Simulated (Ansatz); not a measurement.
Stepwise reaction of dimethylcadmium with water, as a gas-phase model of exchange steps in deposition or etching. ΔE in kJ/mol.

Computed with Ansatz on PBE0-D4/def2-TZVP structures; ΔE is electronic, products minus reactants. CCSD(T)/CBS is the MP2 limit (def2-TZVPP, def2-QZVPP) plus CCSD(T) − MP2 in def2-TZVPP, frozen cores. This one scheme is used for every species. Functionals use def2-TZVPP. B3LYP here is the variant with VWN-RPA as its local correlation; programs differ in this. Elements past krypton have def2 core potentials. For Cd outer-core shells are correlated without core-valence functions, which leaves a few kJ/mol of doubt a bond. Each species was taken in one conformer, which may not be the lowest.

```csv
step,reaction,PBE-D4,B3LYP-D4,ωB97M-V,CCSD(T)/CBS
2,`[CH3][Cd][OH]` + H₂O → `[OH][Cd][OH]` + CH₄,-17.3,-20.9,-16.6,-16.0
```

(1) Give the row of step 1, `[CH3][Cd][CH3]` + H₂O → `[CH3][Cd][OH]` + CH₄. (An estimate is asked.)

(2) By hand: ΔE of the 2 steps together at CCSD(T)/CBS.

Results:

(1) Computed: 
| step | reaction | PBE-D4 | B3LYP-D4 | ωB97M-V | CCSD(T)/CBS |
| --- | --- | --- | --- | --- | --- |
| 1 | `[CH3][Cd][CH3]` + H₂O → `[CH3][Cd][OH]` + CH₄ | -45.5 | -49.7 | -43.3 | -43.1 |

(2) (-43.1) + (-16.0) = -59.1 kJ/mol, or -29.6 kJ/mol a step.

In ΔE each step is higher than the one before. All are downhill at CCSD(T)/CBS. PBE-D4 differs from CCSD(T)/CBS by -2.4 to -1.3 kJ/mol a step. Isolated molecules leave out the surface, adducts and barriers. Largest T1 diagnostic: 0.017.
